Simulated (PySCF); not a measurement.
Input of a run (PBE0-D3(BJ)/def2-SVP geometry optimisation, gas phase (PySCF 2.14.0)), started from GFN2-xTB:
```
{"job": {"xc": "PBE0", "basis": "def2-SVP", "d3": "d3bj", "grid": 1, "kind": "geom"}, "charge": 0, "multiplicity": 1}
F     -1.864673    -2.206820    -0.844066
C     -2.078048    -1.347485     0.214035
C     -1.184597    -0.143354     0.125475
C     -1.709433     1.145437     0.169193
C     -0.885923     2.258378     0.096812
C      0.486354     2.123162    -0.031247
C      1.019441     0.845297    -0.083571
C      0.186005    -0.281421    -0.001859
C      1.027461    -1.514795    -0.085726
C      2.408703    -0.953348    -0.214707
C      2.387221     0.384012    -0.214529
H     -1.874192    -1.929294     1.122268
H     -3.135273    -1.067511     0.181521
H     -2.777434     1.277581     0.264607
H     -1.325742     3.243874     0.135894
H      1.124802     2.991918    -0.090434
H      0.757799    -2.128473    -0.948448
H      0.922401    -2.146090     0.800466
H      3.276775    -1.582750    -0.299209
H      3.233205     1.042361    -0.299512
```

Output (energies in Eh, forces in Eh/bohr):
```
step   0  E = -485.42522959  max force = 0.010353
step   1  E = -485.42731567  max force = 0.002155
step   2  E = -485.42734335  max force = 0.000765
step   3  E = -485.42734213  max force = 0.001549
step   4  E = -485.42735379  max force = 0.000667
step   5  E = -485.42736224  max force = 0.000478
step   6  E = -485.42736970  max force = 0.000475
step   7  E = -485.42737513  max force = 0.000383
optimisation converged
```

Task: Summarise the run.

Result: The energy falls by 5.6 kJ/mol over 8 energy and gradient evaluations, the largest force component goes from 0.0104 to 3.8e-04 Eh/bohr, and the atoms move by 0.047 Å rms after alignment. Among the bonds, C10–H19 and C11–H20 change most and about equally (+0.015 to +0.016 Å). Bonds longer at the end by more than 0.005 Å: 17 of 21; shorter: 0. The energy rose by more than 1e-6 Eh at step 3. The first step brought 97 % of the lowering.

Task: What are the final bond lengths?

Result: F1–C2 1.377 Å, C2–C3 1.499 Å, C3–C4 1.401 Å, C4–C5 1.397 Å, C5–C6 1.394 Å, C6–C7 1.396 Å, C7–C8 1.409 Å, C8–C9 1.501 Å, C9–C10 1.500 Å, C10=C11 1.348 Å, C3–C8 1.394 Å, C7–C11 1.462 Å, C2–H12 1.105 Å, C2–H13 1.102 Å, C4–H14 1.094 Å, C5–H15 1.093 Å, C6–H16 1.093 Å, C9–H17 1.103 Å, C9–H18 1.106 Å, C10–H19 1.091 Å, C11–H20 1.091 Å. Numbering counts from 1 in the input's order; the species is `FCc1cccc2c1CC=C2`.

The run used 199 basis functions and 53 SCF cycles in all.

Whether it is a minimum is left open (no frequencies). One conformer, not necessarily the lowest.

Conformer computed: `[F:1][CH2:2][c:3]1[cH:4][cH:5][cH:6][c:7]2[c:8]1[CH2:9][CH:10]=[CH:11]2`: F1–C2–C3–C4 132°.
